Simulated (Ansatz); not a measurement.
Start from `ClCC(Cl)Cl` and change one atom or group to get `[SiH3]CC(Cl)Cl`.

Ansatz, PBE0-D4/def2-TZVP geometries, multiplicity 1. Each molecule was computed in one conformer, which needn't be the lowest.

| property | `ClCC(Cl)Cl` |
| --- | --- |
| HOMO–LUMO gap (PBE0/def2-TZVPP) / eV | 8.56 |
| HOMO–LUMO gap (B3LYP/def2-TZVPP) / eV | 8.02 |
| HOMO–LUMO gap (PBE/def2-TZVPP) / eV | 6.01 |
| size of the dipole moment (B3LYP/def2-TZVPP) / D | 1.24 |
| size of the dipole moment (ωB97M-V/def2-TZVPP) / D | 1.24 |
| LUMO energy (ωB97M-V/def2-TZVPP) / eV | 2.03 |

Problem. Give the same properties after the change, and the shifts. (Best estimate.)

Solution. Ansatz gave: 
```csv
property,`[SiH3]CC(Cl)Cl`,shift
HOMO–LUMO gap (PBE0/def2-TZVPP) / eV,8.48,-0.08
HOMO–LUMO gap (B3LYP/def2-TZVPP) / eV,7.95,-0.07
HOMO–LUMO gap (PBE/def2-TZVPP) / eV,6.00,-0.01
size of the dipole moment (B3LYP/def2-TZVPP) / D,1.67,0.43
size of the dipole moment (ωB97M-V/def2-TZVPP) / D,1.66,0.42
LUMO energy (ωB97M-V/def2-TZVPP) / eV,1.87,-0.16
```

With PBE0 the HOMO rises by 0.15 eV and the LUMO rises by 0.06 eV, so the gap narrows by about 0.09 eV. PBE moves the HOMO by 0.12 eV and ωB97M-V by 0.16 eV. Dipoles are sizes alone; their direction can turn.

B3LYP here is the variant with VWN-RPA as its local correlation; programs differ in this.
